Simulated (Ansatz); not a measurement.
`[OH][Zr]([F])([F])[Cl]` and `[OH][Ti]([F])([F])[Cl]` differ in one element.

Ansatz, PBE0-D4/def2-TZVP geometries, multiplicity 1. Each molecule was computed in one conformer, which needn't be the lowest.

Elements past krypton have def2 core potentials. Scalar relativity is left out up to krypton.

| property | `[OH][Zr]([F])([F])[Cl]` |
| --- | --- |
| LUMO energy (ωB97M-V/def2-TZVPP) / eV | 0.40 |
| LUMO energy (PBE0/def2-TZVPP) / eV | -1.16 |
| HOMO–LUMO gap (PBE0/def2-TZVPP) / eV | 8.31 |
| HOMO–LUMO gap (ωB97M-V/def2-TZVPP) / eV | 12.15 |
| HOMO energy (PBE0/def2-TZVPP) / eV | -9.48 |
| HOMO energy (ωB97M-V/def2-TZVPP) / eV | -11.75 |

(1) What does the change do to each property? (Best estimate.)

Answers

(1) The calculation gave: 
```tsv
property	`[OH][Ti]([F])([F])[Cl]`	shift
LUMO energy (ωB97M-V/def2-TZVPP) / eV	-0.58	-0.98
LUMO energy (PBE0/def2-TZVPP) / eV	-2.86	-1.70
HOMO–LUMO gap (PBE0/def2-TZVPP) / eV	6.76	-1.55
HOMO–LUMO gap (ωB97M-V/def2-TZVPP) / eV	11.29	-0.86
HOMO energy (PBE0/def2-TZVPP) / eV	-9.62	-0.14
HOMO energy (ωB97M-V/def2-TZVPP) / eV	-11.87	-0.12
```

With PBE0 the HOMO falls by 0.14 eV and the LUMO falls by 1.70 eV, so the gap narrows by about 1.56 eV. PBE moves the HOMO by -0.13 eV and ωB97M-V by -0.12 eV.

Positive LUMOs are unbound, so they and the gaps depend on the basis.
